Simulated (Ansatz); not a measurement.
The molecule ZnO, closed-shell singlet (the spin of the measured ground state). No spin–orbit coupling. Zn is treated without relativity.

D_e counts from the fitted minimum to each atom's lowest state at the same level, without counterpoise. The singlet is restricted.

Correlated levels freeze the inner cores; with def2 sets outer-core shells near the valence are correlated too. CBS: X⁻³ extrapolation of the correlation energy, Hartree–Fock from the larger set.

Run with Ansatz (a program for electronic structure). 

PBE/def2-TZVPP gives 185.6 kJ/mol for the bond energy D_e.

Question: How do the other levels lie against it? Give each less PBE: r2SCAN/def2-TZVPP, PBE0/def2-TZVPP, wB97M-V/def2-TZVPP, CCSD(T)/CBS(def2-TZVPP, def2-QZVPP).

Answer: r2SCAN/def2-TZVPP -33.6; PBE0/def2-TZVPP -71.5; wB97M-V/def2-TZVPP -73.8; CCSD(T)/CBS(def2-TZVPP, def2-QZVPP) -26.1 kJ/mol. 0 of 4 lie above PBE; the widest gap is to wB97M-V/def2-TZVPP.

Doubts at one or more of the structures used: a restricted determinant that unrestricted orbitals would lower (CCSD(T)/CBS(def2-TZVPP, def2-QZVPP)).
